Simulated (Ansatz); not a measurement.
AlFH$_{6}$O$_{2}$Si$_{2}$ (`[F][Al]([O][SiH3])[O][SiH3]`). Charge 0, multiplicity 1. The structure was optimised at the PBE0-D4/def2-TZVP level. It is one conformer, not always the lowest.

```xyz
12

F     2.510   -0.200    1.223
Al    1.040   -0.085    0.508
O     0.766   -0.902   -0.914
Si    0.533   -1.711   -2.305
O    -0.137    0.846    1.223
Si   -1.261    1.769    1.950
H    -0.912   -1.714   -2.653
H     0.998   -3.115   -2.159
H     1.294   -1.055   -3.400
H    -2.583    1.561    1.303
H    -0.885    3.202    1.836
H    -1.363    1.403    3.387
```

Problem. What is the dipole moment at ωB97M-V/def2-TZVPP? (Estimate.)

Solution. The calculation gave: 0.97 D, with components (-0.87, 0.07, -0.42) D in this frame, pointing from negative to positive charge.

Problem. And with PBE, r2SCAN, B3LYP? (Estimate.)

Solution. Ansatz gave: PBE 0.94 D, r2SCAN 0.95 D, B3LYP 1.02 D.

Problem. Give the Mulliken charges with ωB97M-V, B3LYP, PBE in def2-TZVPP. (Best estimate.)

Solution. Ansatz gave: 
```tsv
atom	ωB97M-V	B3LYP	PBE
F1	-0.34	-0.35	-0.31
Al2	0.66	0.67	0.53
O3	-0.30	-0.30	-0.21
Si4	0.26	0.36	0.29
O5	-0.30	-0.30	-0.21
Si6	0.26	0.36	0.29
H7	-0.04	-0.07	-0.06
H8	-0.04	-0.07	-0.06
H9	-0.04	-0.08	-0.06
H10	-0.04	-0.07	-0.06
H11	-0.04	-0.08	-0.06
H12	-0.04	-0.07	-0.06
```

B3LYP here is the variant with VWN-RPA as its local correlation; programs differ in this.
